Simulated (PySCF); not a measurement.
# Computed properties of Al(H)(Me)(SeH) (CH5AlSe), SMILES [AlH]([CH3])[SeH]

Al(H)(Me)(SeH) (CH5AlSe), SMILES [CH3][AlH][SeH]. Coordinates come from a ωB97X-D3(BJ)/def2-SVP optimisation. The values are those of a single conformer. All values are computed for the isolated molecule unless a solvent is named; none is compared with measurement here.

**Structure.** The optimised structure has Cs symmetry. All 18 harmonic modes at ωB97X-D3(BJ)/def2-SVP (PySCF) are real, so it is a minimum. With heavy atoms numbered as in [AlH:1]([CH3:3])[SeH:7], the shortest bond between them is Al1–C3 at 1.949 Å and the longest Al1–Se7 at 2.306 Å.

**Vibrations.** The strongest infrared lines (harmonic, unscaled, degenerate partners summed) lie at 763 cm⁻¹ (245 km/mol, H 77 %, C 14 %, Al 9 %), 1964 cm⁻¹ (202 km/mol, H 96 %), 688 cm⁻¹ (85 km/mol, H 39 %, Al 34 %, C 27 %). The softest mode is at 57 cm⁻¹ and the zero-point energy is 32.1 kcal/mol.

**Electronic structure.** r2SCAN/def2-TZVPD (PySCF) places the frontier levels at -6.47 and -1.45 eV, a gap of 5.02 eV, and gives a dipole moment of 0.99 D and a mean polarisability of 72.5 bohr³.

**Excitations.** TDDFT-CAM-B3LYP/def2-SVPD (PySCF) has S1 at 5.56 eV (223 nm, f = 0.083, bright); the most intense of the 10 singlets computed lies at 7.34 eV (f = 0.21). T1 (TDA) is at 4.76 eV. No vertical singlet excitation falls in the visible range (under 3.1 eV).

**NMR.** GIAO shifts at HF/pcSseg-1 (PySCF) (non-relativistic, atoms alike by connectivity averaged): ¹³C at -5.3 ppm against TMS; ¹H from 0.3 to 5.2 ppm against TMS.
